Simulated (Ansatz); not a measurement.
C$_{2}$H$_{10}$ClNSi$_{2}$, SMILES `CN(C)[SiH]([SiH3])Cl`, relaxed with RKS PBE0-D4/def2-TZVP in the Gaussian-basis code of Ansatz from a PBE-D4/def2-SVP geometry. The force threshold is 0.005 eV/Å; the program also tests the step.

Charge 0, multiplicity 1.

Start:

```xyz
16

C    -1.252    1.027   -0.015
N    -0.727   -0.327   -0.005
C    -1.745   -1.356   -0.151
Si    0.945   -0.667   -0.329
Si    2.358    0.914    0.682
Cl    1.473   -0.589   -2.381
H    -1.763    1.282   -0.975
H    -1.992    1.170    0.805
H    -0.441    1.768    0.135
H    -1.290   -2.365   -0.094
H    -2.500   -1.279    0.664
H    -2.292   -1.283   -1.121
H     1.184   -2.085    0.102
H     2.065    1.062    2.153
H     2.193    2.256    0.019
H     3.786    0.470    0.511
```

Question: How much energy does the relaxation release, and in how many steps? (Best estimate.)

Answer: The calculation gave: 7.10 kJ/mol, in 11 steps.

Question: Which bonds change most? (An estimate is asked.)

Answer: Ansatz gave: N2–Si4 from 1.737 to 1.703 Å; Si4–Cl6 from 2.121 to 2.090 Å; Si5–H14 from 1.507 to 1.488 Å; Si5–H16 from 1.505 to 1.487 Å.

Question: Give the relaxed structure. (An estimate is asked.)

Answer: Ansatz gave: 
```xyz
16

C    -1.241    1.021   -0.018
N    -0.711   -0.323    0.001
C    -1.727   -1.340   -0.157
Si    0.928   -0.659   -0.317
Si    2.342    0.913    0.681
Cl    1.421   -0.631   -2.348
H    -1.745    1.253   -0.966
H    -1.968    1.157    0.792
H    -0.444    1.754    0.122
H    -1.281   -2.335   -0.106
H    -2.472   -1.262    0.644
H    -2.254   -1.252   -1.116
H     1.175   -2.056    0.113
H     2.070    1.027    2.140
H     2.154    2.250    0.054
H     3.751    0.485    0.481
```
